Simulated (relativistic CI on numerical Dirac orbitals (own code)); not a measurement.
**Slater's F² for C from its measured terms**

Problem. The ground configuration 2s2 2p2 of C has the measured levels 3P: 0.0 (J = 0), 16.4 (J = 1), 43.4 (J = 2); 1D: 10192.7 (J = 2); 1S: 21648.0 (J = 0) cm⁻¹ (NIST Handbook of Basic Atomic Spectroscopic Data (Sansonetti and Martin, J. Phys. Chem. Ref. Data 34, 1559 (2005))). Test the one-configuration theory of p2 and extract F²(2p,2p).

Working.
1. Centres of gravity, weighted by 2J + 1: 3P 29.6, 1D 10192.7, 1S 21648.0 cm⁻¹. To first order spin-orbit coupling drops out of them.
2. Slater-Condon theory gives 1D − 3P = 6F²/25 and 1S − 1D = 9F²/25, so the ratio of the upper interval to the lower is 9/6 = 1.500, whatever F².
3. Measured intervals: 10163.1 and 11455.4 cm⁻¹, ratio 1.127.
4. F² from the lower interval is 42346 and from the upper 31820 cm⁻¹.

Check. The radial integral calculated for this configuration (Dirac-KLI orbitals, unscaled) is F² = 51395 cm⁻¹; the two empirical values are 82 % and 62 % of it. The ratio falls short of 1.50 mainly because the highest term mixes with s⁰p4, which has the same term and pushes it down.
